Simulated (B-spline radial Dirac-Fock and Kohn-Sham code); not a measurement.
## Run log: P⁴⁺

ΔSCF core binding energies without Breit or QED terms, calculated with a radial B-spline solver. Keys: rel is the Hamiltonian (dirac, or spin-free x2c and nr, where L3 and M5 stand for the whole 2p and 3d shells), method is hf or an exchange,correlation pair (spin-unpolarised, also for the hole states), nuc the nuclear model, radius_factor scales its radius, rmax is the box in bohr, h the logarithmic mesh step, order the B-spline order, points the quadrature points per cell, c_factor scales the speed of light, and damp, ndamp, maxit and tol steer the iteration. The run stops when the commutator error falls below 10·tol·max(1, Z/10), or the numerical noise floor, and the energy has settled to about 1e-8 Ha; the virial ratio is −V/T.

Input (task.json):

```json
{"items": [{"Z": 15, "q": 4, "cfg": [[1, 0, 2], [2, 0, 2], [2, 1, 6], [3, 0, 1]], "A": 31, "rrms": 3.1889, "do": "settings", "holes": ["K", "L3", "M5"],
  "settings": [{"rel": "dirac", "method": "hf", "nuc": "fermi", "radius_factor": 1.0, "rmax": 45.0, "h": 0.3, "order": 4, "points": 10, "c_factor": 1.0, "maxit": 91, "damp": 0.5, "ndamp": 3, "tol": 1e-08}]}]}
```

Command: `python xray2_run.py task.json out`

Ground-state iterations:

```
iter   energy (Ha)        error
   1     -333.73919325  7.64e-01
   2     -337.34970806  2.35e-01
   3     -337.54422703  9.08e-02
   4     -337.57399971  3.61e-02
   5     -337.57913622  7.03e-03
   6     -337.57940327  1.60e-04
   7     -337.57940346  1.62e-05
   8     -337.57940346  1.54e-07
   9     -337.57940346  7.81e-09
```

The ground state converged in 9 iterations, with total energy -337.57940 Ha, virial ratio 1.99500 and highest orbital energy -64.61 eV. ΔSCF binding energies: L3 (2p3/2) 199.0 eV. Holes are computed only in closed shells, and unreliable hole states are left out.

One setting is outside the advised range (spline order too low), but here it does no visible harm: the result matches the run with default settings.
